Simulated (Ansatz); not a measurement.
One change: `B[Si](Cl)(Cl)Cl` becomes `FB[Si](Cl)(Cl)Cl`.

Ansatz, PBE0-D4/def2-TZVP geometries, multiplicity 1. Each molecule was computed in one conformer, which needn't be the lowest.

| property | `B[Si](Cl)(Cl)Cl` |
| --- | --- |
| HOMO energy (PBE/def2-TZVPP) / eV | -7.46 |
| LUMO energy (PBE/def2-TZVPP) / eV | -4.07 |
| HOMO energy (PBE0/def2-TZVPP) / eV | -8.73 |
| HOMO–LUMO gap (B3LYP/def2-TZVPP) / eV | 5.24 |
| LUMO energy (B3LYP/def2-TZVPP) / eV | -3.28 |
| ideal-gas entropy at 298 K and 1 bar (rigid rotor, harmonic PBE0-D4/def2-TZVP) / J/(mol·K) | 369 |

(1) Give the same properties after the change, and the shifts. (Estimate.)

Answers

(1) Computed: 
```
                                                                                  property  `FB[Si](Cl)(Cl)Cl`  shift
                                                         HOMO energy (PBE/def2-TZVPP) / eV               -7.24   0.22
                                                         LUMO energy (PBE/def2-TZVPP) / eV               -3.34   0.73
                                                        HOMO energy (PBE0/def2-TZVPP) / eV               -8.58   0.15
                                                     HOMO–LUMO gap (B3LYP/def2-TZVPP) / eV                5.80   0.56
                                                       LUMO energy (B3LYP/def2-TZVPP) / eV               -2.58   0.70
ideal-gas entropy at 298 K and 1 bar (rigid rotor, harmonic PBE0-D4/def2-TZVP) / J/(mol·K)                 393     24
```

With PBE0 the HOMO rises by 0.15 eV and the LUMO rises by 0.71 eV, so the gap widens by about 0.56 eV. PBE moves the HOMO by 0.22 eV and ωB97M-V by 0.16 eV. Modes under 60 cm⁻¹, often nearly free rotors, make the harmonic entropy too high.

B3LYP here is the variant with VWN-RPA as its local correlation; programs differ in this.
